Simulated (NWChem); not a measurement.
A series in which one site is exchanged, each optimised at PBE0/def2-SVP with NWChem, gas phase unless a solvent is named. All stand in one matching conformer (torsions within 35°), which need not be the lowest. Some are not confirmed as minima by frequencies. def2 effective core potentials on In; no spin-orbit coupling.

A: [OH][In]([F])[Cl] (InHOClF; site = Cl)
B: [OH][In]([F])[F] (InHOF2; site = F)
C: [OH][InH][F] (InH₂OF; site = H)
D: [In]([OH])([F])[Br] (InHOBrF; site = Br)

| quantity | A | B | C | D |
|---|---|---|---|---|
| dipole (D), PBE0/def2-SVP | 1.49 | (withheld) | 1.59 | 1.10 |
| orbital gap (eV), PBE0/def2-SVP | 6.48 | (withheld) | 7.29 | 6.14 |
| static polarisability, CAM-B3LYP/def2-SVPD (bohr³) | 50.2 | (withheld) | 37.9 | 58.4 |
| lowest singlet excitation, CAM-B3LYP/def2-SVPD, TDA (eV) | 5.17 | 5.17 | 5.99 | 4.91 |

Question: Fill in the missing entries.

Answer: 
- dipole (D), PBE0/def2-SVP, B: 2.25
- orbital gap (eV), PBE0/def2-SVP, B: 6.59
- static polarisability, CAM-B3LYP/def2-SVPD (bohr³), B: 35.0
